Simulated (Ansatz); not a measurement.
Two isomers of C2H8BGeN: A = `CB1[CH2][GeH2][NH]1`, B = `BC(=C)[NH][GeH3]`.

Computed with Ansatz on PBE0-D4/def2-TZVP structures; ΔE is electronic, products minus reactants. CCSD(T)/CBS adds triple-zeta CCSD(T) − MP2 to the extrapolated MP2 energy (def2 sets, frozen cores). Functionals use def2-TZVPP. B3LYP here is the variant with VWN-RPA as its local correlation; programs differ in this. For Ge outer-core shells are correlated without core-valence functions, which leaves a few kJ/mol of doubt a bond. Scalar relativity is left out up to krypton. One conformer a species, not always the lowest.

(1) Which is lower in electronic energy at CCSD(T)/CBS, and by how much? (Best estimate.)

(2) Give E(B) − E(A) in kJ/mol with CCSD/def2-TZVPP, ωB97M-V, B3LYP, PBE-D4, MP2/def2-TZVPP, HF/def2-TZVPP, B3LYP-D4. (Best estimate.)

Largest T1 diagnostic: 0.012.

Answers

(1) Computed: A, by 258.1 kJ/mol.

(2) The calculation gave: CCSD/def2-TZVPP 258.2, ωB97M-V 260.1, B3LYP 238.4, PBE-D4 253.9, MP2/def2-TZVPP 269.7, HF/def2-TZVPP 228.6, B3LYP-D4 237.3. None reverses the order clearly.

From PBE to PBE0 (25 % exact exchange), in def2-TZVPP and without D4, E(B) − E(A) moves by +10.7 kJ/mol. In def2-TZVPP, CCSD(T) changes the Hartree–Fock value by +28.5 kJ/mol (the triples alone add −1.0 kJ/mol) and MP2 by +41.1 kJ/mol.
